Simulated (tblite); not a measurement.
A geometry optimisation, step by step.

Compound: C₄H₄S₃.
Atom-mapped SMILES: `[SH:1][c:2]1[cH:3][s:4][c:5]([SH:6])[cH:7]1` (hydrogens: H8 on S1; H9 on C3; H10 on S6; H11 on C7)

Computed with GFN2-xTB (tblite), gas phase: L-BFGS steps from a force-field or distance-geometry start until the largest atomic force falls under 0.01 eV/Å. 11 of its 23 geometries are shown.

Step 0: E = -552.6282 eV, largest atomic force 1.326 eV/Å
```
atom  x, y, z in Å  |  force x, y, z in eV/Å
S1     -2.575    0.330    0.630   -0.502   0.213   0.136
C2     -1.006   -0.269    0.169    1.014  -0.485  -0.194
C3     -0.729   -1.599   -0.090   -0.898   0.698   0.220
S4      0.906   -1.834   -0.510    0.382  -0.763  -0.154
C5      1.264   -0.182   -0.307   -0.567   1.175   0.236
S6      2.877    0.448   -0.578    0.270  -0.037  -0.053
C7      0.154    0.552    0.049    0.079  -0.490  -0.087
H8     -2.272    1.635    0.776    0.144  -0.350  -0.092
H9     -1.417   -2.435   -0.074    0.286   0.364  -0.003
H10     2.636    1.739   -0.309   -0.174  -0.213   0.004
H11     0.168    1.617    0.219   -0.035  -0.112  -0.013
```

Step 2: E = -552.6790 eV, largest atomic force 0.239 eV/Å
```
atom  x, y, z in Å  |  force x, y, z in eV/Å
S1     -2.585    0.333    0.632   -0.087  -0.051   0.001
C2     -0.992   -0.275    0.168   -0.085   0.084   0.105
C3     -0.744   -1.589   -0.088    0.136   0.123  -0.072
S4      0.912   -1.848   -0.512   -0.012   0.058   0.061
C5      1.258   -0.161   -0.305    0.004   0.065  -0.055
S6      2.882    0.446   -0.579    0.084  -0.041  -0.014
C7      0.154    0.551    0.049    0.039  -0.058  -0.009
H8     -2.268    1.626    0.773    0.150  -0.175  -0.064
H9     -1.412   -2.426   -0.073   -0.035   0.095   0.022
H10     2.632    1.733   -0.309   -0.114  -0.140   0.002
H11     0.167    1.612    0.218   -0.079   0.039   0.022
```

Step 4: E = -552.6895 eV, largest atomic force 0.192 eV/Å
```
atom  x, y, z in Å  |  force x, y, z in eV/Å
S1     -2.595    0.329    0.633    0.026  -0.133  -0.027
C2     -0.996   -0.269    0.177    0.075  -0.018  -0.026
C3     -0.739   -1.579   -0.093    0.001   0.041   0.019
S4      0.914   -1.846   -0.508    0.010   0.189   0.032
C5      1.262   -0.153   -0.311   -0.114  -0.122  -0.005
S6      2.890    0.442   -0.581   -0.007  -0.061  -0.008
C7      0.154    0.553    0.050    0.034  -0.085  -0.012
H8     -2.252    1.608    0.767    0.100  -0.004  -0.023
H9     -1.411   -2.412   -0.071   -0.031   0.049   0.006
H10     2.620    1.719   -0.309   -0.057  -0.020   0.009
H11     0.159    1.611    0.220   -0.038   0.164   0.034
```

Step 7: E = -552.6940 eV, largest atomic force 0.098 eV/Å
```
atom  x, y, z in Å  |  force x, y, z in eV/Å
S1     -2.596    0.318    0.631    0.077   0.006  -0.012
C2     -0.993   -0.266    0.179    0.021  -0.010  -0.036
C3     -0.737   -1.573   -0.094    0.009  -0.027   0.029
S4      0.916   -1.837   -0.504   -0.007  -0.068  -0.026
C5      1.258   -0.153   -0.314    0.008   0.057   0.029
S6      2.892    0.435   -0.582   -0.064  -0.006   0.008
C7      0.155    0.557    0.051   -0.017   0.095   0.018
H8     -2.237    1.595    0.761    0.015  -0.033  -0.009
H9     -1.414   -2.401   -0.070   -0.037  -0.013  -0.002
H10     2.609    1.709   -0.308   -0.009  -0.011   0.000
H11     0.152    1.619    0.222    0.003   0.010   0.002
```

Step 9: E = -552.6950 eV, largest atomic force 0.036 eV/Å
```
atom  x, y, z in Å  |  force x, y, z in eV/Å
S1     -2.591    0.315    0.630    0.000   0.025   0.006
C2     -0.990   -0.266    0.177   -0.017  -0.015  -0.004
C3     -0.736   -1.574   -0.092    0.014  -0.002   0.007
S4      0.916   -1.837   -0.505    0.002  -0.033  -0.013
C5      1.256   -0.151   -0.312    0.018   0.018   0.014
S6      2.888    0.432   -0.581    0.000   0.019   0.000
C7      0.155    0.561    0.052   -0.011   0.022  -0.001
H8     -2.232    1.591    0.759    0.011  -0.016  -0.005
H9     -1.417   -2.399   -0.070   -0.018  -0.004   0.000
H10     2.606    1.706   -0.308   -0.002  -0.003  -0.001
H11     0.151    1.624    0.224    0.003  -0.011  -0.001
```

Step 11: E = -552.6951 eV, largest atomic force 0.018 eV/Å
```
atom  x, y, z in Å  |  force x, y, z in eV/Å
S1     -2.591    0.316    0.630   -0.008   0.000   0.002
C2     -0.990   -0.266    0.176   -0.002  -0.007  -0.003
C3     -0.736   -1.575   -0.092    0.000  -0.002   0.004
S4      0.916   -1.838   -0.505    0.003   0.009  -0.003
C5      1.256   -0.150   -0.311    0.000  -0.011   0.007
S6      2.887    0.433   -0.581    0.005   0.007  -0.002
C7      0.154    0.562    0.052   -0.002  -0.012  -0.005
H8     -2.231    1.591    0.759    0.017   0.005  -0.004
H9     -1.418   -2.399   -0.070   -0.008   0.003   0.000
H10     2.606    1.706   -0.308   -0.005   0.009   0.002
H11     0.151    1.624    0.224    0.000  -0.001   0.001
```

Step 13: E = -552.6952 eV, largest atomic force 0.016 eV/Å
```
atom  x, y, z in Å  |  force x, y, z in eV/Å
S1     -2.591    0.316    0.630    0.006  -0.006  -0.002
C2     -0.990   -0.267    0.176    0.006  -0.002   0.000
C3     -0.736   -1.576   -0.091   -0.008   0.005  -0.001
S4      0.916   -1.838   -0.506   -0.004   0.012   0.006
C5      1.257   -0.150   -0.310   -0.003  -0.009  -0.003
S6      2.888    0.434   -0.582   -0.007  -0.001   0.001
C7      0.154    0.561    0.052    0.003  -0.009   0.002
H8     -2.229    1.591    0.758    0.014   0.008  -0.002
H9     -1.419   -2.399   -0.070    0.001  -0.001  -0.001
H10     2.605    1.707   -0.308   -0.005   0.012   0.002
H11     0.151    1.623    0.224   -0.003  -0.008  -0.001
```

Step 15: E = -552.6952 eV, largest atomic force 0.014 eV/Å
```
atom  x, y, z in Å  |  force x, y, z in eV/Å
S1     -2.591    0.316    0.630    0.012   0.007  -0.002
C2     -0.991   -0.268    0.176    0.001   0.003   0.005
C3     -0.736   -1.576   -0.091   -0.005   0.003  -0.008
S4      0.916   -1.838   -0.506   -0.006  -0.009   0.007
C5      1.257   -0.151   -0.309    0.000   0.003  -0.009
S6      2.887    0.435   -0.582   -0.008   0.004   0.004
C7      0.153    0.561    0.052    0.003   0.001   0.007
H8     -2.226    1.591    0.758    0.006  -0.001  -0.002
H9     -1.420   -2.399   -0.070    0.006  -0.005  -0.001
H10     2.604    1.708   -0.307   -0.004   0.003   0.001
H11     0.150    1.623    0.224   -0.003  -0.008  -0.001
```

Step 18: E = -552.6953 eV, largest atomic force 0.013 eV/Å
```
atom  x, y, z in Å  |  force x, y, z in eV/Å
S1     -2.589    0.318    0.630   -0.004   0.011   0.002
C2     -0.991   -0.268    0.176   -0.003  -0.003   0.003
C3     -0.737   -1.577   -0.091    0.004  -0.006  -0.005
S4      0.915   -1.839   -0.505    0.005  -0.012   0.000
C5      1.257   -0.152   -0.309   -0.002   0.000  -0.005
S6      2.886    0.437   -0.581    0.005   0.003   0.001
C7      0.153    0.559    0.052    0.000   0.004   0.003
H8     -2.220    1.591    0.756    0.001   0.003   0.000
H9     -1.421   -2.399   -0.070    0.004  -0.007  -0.002
H10     2.602    1.711   -0.307   -0.008  -0.006   0.000
H11     0.150    1.621    0.224    0.000   0.012   0.003
```

Step 20: E = -552.6953 eV, largest atomic force 0.010 eV/Å
```
atom  x, y, z in Å  |  force x, y, z in eV/Å
S1     -2.589    0.319    0.630   -0.005   0.000   0.001
C2     -0.991   -0.269    0.176    0.001  -0.004  -0.001
C3     -0.737   -1.577   -0.092    0.002  -0.002   0.002
S4      0.915   -1.840   -0.505    0.006   0.007  -0.001
C5      1.257   -0.152   -0.310   -0.002  -0.003   0.001
S6      2.885    0.439   -0.581    0.002  -0.005  -0.001
C7      0.153    0.559    0.053   -0.001  -0.001  -0.002
H8     -2.218    1.591    0.756    0.002   0.010   0.001
H9     -1.421   -2.400   -0.070    0.002  -0.004  -0.002
H10     2.600    1.711   -0.306   -0.009  -0.004   0.001
H11     0.149    1.621    0.224    0.002   0.005   0.002
```

Step 22: E = -552.6953 eV, largest atomic force 0.009 eV/Å
```
atom  x, y, z in Å  |  force x, y, z in eV/Å
S1     -2.589    0.320    0.630    0.004   0.000  -0.001
C2     -0.991   -0.269    0.176    0.000   0.001  -0.002
C3     -0.737   -1.578   -0.092    0.000   0.002   0.005
S4      0.916   -1.840   -0.505    0.000   0.009  -0.001
C5      1.256   -0.152   -0.310    0.001   0.003   0.003
S6      2.885    0.439   -0.581   -0.003  -0.004   0.000
C7      0.153    0.559    0.053   -0.001  -0.002  -0.003
H8     -2.217    1.592    0.755    0.000   0.004   0.000
H9     -1.421   -2.401   -0.071    0.004  -0.001  -0.002
H10     2.599    1.711   -0.306   -0.007  -0.004   0.000
H11     0.149    1.621    0.224    0.002  -0.008   0.000
```

Question: Summarise the path.

Answer: The energy falls by 0.0672 eV from step 0 to step 22; nine tenths of that is first reached at step 4. It falls at every step. The largest force goes from 1.326 to 0.009 eV/Å. Among the bonds S4–C5 changes most, from 1.702 to 1.733 Å; the atoms move by 0.032 Å rms after alignment.

Question: Follow the three bonds and two angles with the largest change from start to end.

Answer: 
```csv
step,E above end (eV),largest force (eV/Å),S4–C5 (Å),C2–C3 (Å),S1–C2 (Å),C2–S1–H8 (°),C5–S6–H10 (°)
0,0.0672,1.326,1.702,1.383,1.742,99.1,98.6
1,0.0222,0.441,1.727,1.360,1.766,98.7,97.6
2,0.0164,0.239,1.734,1.362,1.767,98.4,97.4
3,0.0124,0.187,1.738,1.362,1.767,98.0,97.0
4,0.0058,0.192,1.740,1.362,1.768,96.8,96.0
5,0.0036,0.122,1.736,1.361,1.767,96.1,95.6
6,0.0022,0.102,1.732,1.360,1.767,95.7,95.3
7,0.0014,0.098,1.729,1.360,1.766,95.6,95.2
8,0.0006,0.079,1.729,1.359,1.764,95.5,95.2
9,0.0003,0.036,1.731,1.360,1.762,95.5,95.2
10,0.0003,0.017,1.732,1.360,1.762,95.5,95.2
11,0.0002,0.018,1.733,1.360,1.763,95.5,95.2
12,0.0002,0.019,1.733,1.360,1.763,95.5,95.1
13,0.0002,0.016,1.733,1.360,1.763,95.4,95.1
14,0.0001,0.011,1.733,1.360,1.763,95.4,95.1
15,0.0001,0.014,1.732,1.360,1.763,95.3,95.2
16,0.0001,0.019,1.732,1.359,1.763,95.3,95.2
17,0.0001,0.019,1.732,1.359,1.762,95.3,95.2
18,0.0000,0.013,1.732,1.359,1.762,95.2,95.2
19,0.0000,0.011,1.733,1.359,1.762,95.2,95.2
20,0.0000,0.010,1.733,1.360,1.762,95.2,95.2
21,0.0000,0.011,1.733,1.360,1.762,95.2,95.2
22,0.0000,0.009,1.733,1.360,1.763,95.2,95.2
```

What follows is the cost of the whole relaxation. On one thread, Arm Neoverse N1 (aarch64) (shared host), this took 0.23 s wall.
